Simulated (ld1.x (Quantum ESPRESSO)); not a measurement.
## Before and after: TM potential for neodymium

neodymium (Nd), norm-conserving Troullier–Martins (Kleinman–Bylander form), made with ld1.x (Quantum ESPRESSO) 7.5 (PBE, scalar-relativistic). Core [Xe] 4f3, reference 5d1 6s0 6p0 (charge +2). Waves: 6s (bound, empty): rc 3.45 bohr; 6p (bound, empty): rc 3.70 bohr; 5d (bound): rc 3.40 bohr. Local part: all-electron potential smoothed inside 3.55 bohr (lloc = -1). Core correction: Bessel-smoothed model core, default radius (core density twice the valence density).

All-electron outer shells of the reference configuration (PBE, scalar-relativistic, ld1.x):

| shell | level (eV) | outermost node (bohr) | outermost maximum (bohr) |
| --- | --- | --- | --- |
| 4f | -20.05 | – | 0.65 |
| 5d | -15.05 | 0.87 | 2.00 |
| 6s | -14.21 | 1.72 | 3.26 |
| 6p | -10.32 | 2.00 | 3.93 |

Change: wave 6s (bound): rc 3.45 bohr becomes 6s (bound): rc 4.46 bohr.

Cutoffs: the cutoffs (Ry, on a coarse ladder) from which the occupation-weighted sum of valence levels, in a spherical-Bessel basis at the reference potential, stays within 10 and 1 mRy of its value at 400 Ry; they do not see the model core or the augmentation charge, which bear on the density cutoff. Errors are all-electron minus pseudo energies relative to the spin-unpolarised reference configuration.

Task: Predict the effect on cutoff, ghosts and configuration errors.

Result: The potential gets neither clearly harder nor softer (12 Ry and 15 Ry → 12 Ry and 15 Ry); both files keep a bound ghost (p); of the 7 tests that both files solve, the error grows in 6 and shrinks in 1 by more than 15 % and 0.3 meV (median size 26.7 → 53.3 meV).

```tsv
quantity	base	changed
cutoff, loose	12 Ry	12 Ry
cutoff, tight	15 Ry	15 Ry
bound ghosts	p	p
error for 5d1 6s2 6p0, meV [ΔE -17.70 eV]	-27	-53
error for 5d1 6s1 6p0, meV [ΔE -11.43 eV]	-13	-29
error for 5d1 6s1.5 6p0, meV [ΔE -15.18 eV]	-21	-45
error for 5d2 6s1 6p0, meV [ΔE -16.55 eV]	-132	-155
error for 5d0 6s2 6p0, meV [ΔE -11.35 eV]	-96	-60
error for 5d1 6s1 6p1, meV [ΔE -15.11 eV]	-6.4	-16
error for 5d1.5 6s1.5 6p0, meV [ΔE -17.17 eV]	-64	-93
```

 A true bound ghost makes a file unfit for plane-wave use even where its test errors are small: the radial tests pick states by their node count and pass the ghost by.
